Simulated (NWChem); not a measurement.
System: CH2NO, doublet; SMILES [NH]C=O

Input file for NWChem:

```
start job
memory heap 200 mb stack 900 mb global 1100 mb
geometry units angstroms noautosym nocenter noautoz
  N      0.186231    -1.136432    -0.026404
  C     -0.447246     0.035605     0.028772
  O      0.236876     1.087632    -0.014444
  H      1.175457    -1.071256     0.277846
  H     -1.561132     0.051025    -0.038100
end
basis spherical
  * library cc-pvtz
end
dft
  odft
  mult 2
  xc pbe0
  iterations 150
end
property
  hyperfine
end
task dft property
```

Excerpt of the output:

```
             Northwest Computational Chemistry Package (NWChem) 7.3.0
             --------------------------------------------------------

                             Geometry "geometry" -> ""
                             -------------------------

 Output coordinates in angstroms (scale by  1.889725989 to convert to a.u.)

  No.       Tag          Charge          X              Y              Z
 ---- ---------------- ---------- -------------- -------------- --------------
    1 N                    7.0000     0.18623100    -1.13643200    -0.02640400
    2 C                    6.0000    -0.44724600     0.03560500     0.02877200
    3 O                    8.0000     0.23687600     1.08763200    -0.01444400
    4 H                    1.0000     1.17545700    -1.07125600     0.27784600
    5 H                    1.0000    -1.56113200     0.05102500    -0.03810000

 Effective nuclear repulsion energy (a.u.)      63.9937596026

                              NWChem Property Module
                              ----------------------

  itol2e modified to match energy
  convergence criterion.

                                 NWChem DFT Module
                                 -----------------

 Summary of "ao basis" -> "ao basis" (spherical)
 ------------------------------------------------------------------------------
       Tag                 Description            Shells   Functions and Types
 ---------------- ------------------------------  ------  ---------------------
 N                          cc-pvtz                 10       30   4s3p2d1f
 C                          cc-pvtz                 10       30   4s3p2d1f
 O                          cc-pvtz                 10       30   4s3p2d1f
 H                          cc-pvtz                  6       14   3s2p1d

  itol2e modified to match energy
  convergence criterion.

[...]

          ----------------------
          Hyperfine Interactions
          ----------------------

 Total Spin Density (Fermi Contact Term)
 ------------------ --------------------
     Atom            x         y         z       Density (a.u.)      Aiso(MHz)     Aiso(Gauss)
     1  14-N      0.35193  -2.14755  -0.04990       0.024104          7.788139       2.778997
     2  13-C     -0.84517   0.06728   0.05437      -0.029980        -33.703703     -12.026299
     3  17-O      0.44763   2.05533  -0.02730       0.017225        -10.441929      -3.725934
     4   1-H      2.22129  -2.02438   0.52505      -0.007465        -33.368602     -11.906727
     5   1-H     -2.95011   0.09642  -0.07200      -0.000225         -1.004285      -0.358353

           -------------------------------------------
           Anisotropic Interaction (Spin-Dipolar Term)
           -------------------------------------------

 ------------------------------------------------------------
     Atom            x         y         z
 ------------------------------------------------------------
     1  14-N      0.35193  -2.14755  -0.04990

   Spin-Dipolar term (a.u.)
        xx             yy             zz             xy             xz             yz
 ------------------------------------------------------------------------------------------
      -0.496676      -0.029536       0.526212       0.505423      -0.687784      -1.041109

   Principal Comp. of -hf- tensor (au)            Anisotropic -hfcc- (MHz)               Anisotropic -hfcc- (Gauss)
 --------------------------------------------------------------------------------------------------------------------------
     -0.848556    -0.814513     1.663069     -32.726894   -31.413930    64.140824     -11.677750   -11.209252    22.887002

   Orientation of the principal axis of Hyperfine Tensor w.r.t absolute (molecular) frame
 --------------------------------------------------------------------------------------------------------------------------
      0.701309    -0.610837    -0.367482
      0.353854     0.745812    -0.564404
      0.618832     0.265787     0.739192

 ------------------------------------------------------------
     Atom            x         y         z
 ------------------------------------------------------------
     2  13-C     -0.84517   0.06728   0.05437

   Spin-Dipolar term (a.u.)
        xx             yy             zz             xy             xz             yz
 ------------------------------------------------------------------------------------------
       0.061067       0.132271      -0.193338      -0.006407       0.005399       0.015980

   Principal Comp. of -hf- tensor (au)            Anisotropic -hfcc- (MHz)               Anisotropic -hfcc- (Gauss)
 --------------------------------------------------------------------------------------------------------------------------
      0.060675     0.133573    -0.194248       8.142028    17.924241   -26.066269       2.905273     6.395804    -9.301077

   Orientation of the principal axis of Hyperfine Tensor w.r.t absolute (molecular) frame
 --------------------------------------------------------------------------------------------------------------------------
      0.996179    -0.084428    -0.022354
      0.083247     0.995308    -0.049308
      0.026412     0.047259     0.998533

 ------------------------------------------------------------
     Atom            x         y         z
 ------------------------------------------------------------
     3  17-O      0.44763   2.05533  -0.02730

[...]
```

Level: PBE0/cc-pVTZ, spin-unrestricted, contact and dipolar terms. Coordinates come from a PBE-D3(BJ)/def2-SVP, spin-unrestricted optimisation. No stability test was run on the SCF state.
